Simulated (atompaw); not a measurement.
## u(r) = r·R(r): atom against pseudo-atom (zirconium (Zr))

Columns: radius, all-electron u(r) and pseudo u(r) of the 4p shell (level -33.09 eV) of zirconium in the configuration [Ar] 3d10 4s2 4p6 4d2 5s1.5 5p0.5; PBE, scalar-relativistic, PAW (atompaw) scheme, atompaw 4.2.0.5.

```tsv
r (bohr)	all-electron	pseudo
0.085	0.3131	0.0096
0.169	0.0049	0.0373
0.254	-0.3704	0.0827
0.338	-0.4944	0.1425
0.423	-0.3956	0.2153
0.508	-0.1732	0.2973
0.592	0.0859	0.3834
0.677	0.3368	0.4721
0.762	0.5506	0.5582
0.846	0.7161	0.6372
0.931	0.8370	0.7077
1.015	0.9143	0.7653
1.100	0.9557	0.8094
1.185	0.9671	0.8381
1.269	0.9552	0.8507
1.354	0.9258	0.8479
1.438	0.8846	0.8311
1.523	0.8348	0.8016
1.608	0.7801	0.7619
1.692	0.7239	0.7153
1.777	0.6667	0.6636
1.862	0.6106	0.6099
1.946	0.5572	0.5572
2.031	0.5060	0.5060
2.115	0.4584	0.4584
2.200	0.4136	0.4136
```

(1) How many radial nodes do the two functions have?

(2) Is the pseudo-wave norm-conserving?

Results:

(1) The all-electron 4p function has n − l − 1 = 2; the pseudo-wave has 0, since the states of the same l below it are removed with the core.

(2) No, it belongs to a PAW set: the norm inside the radius is not constrained, and the difference is carried by the augmentation charge.
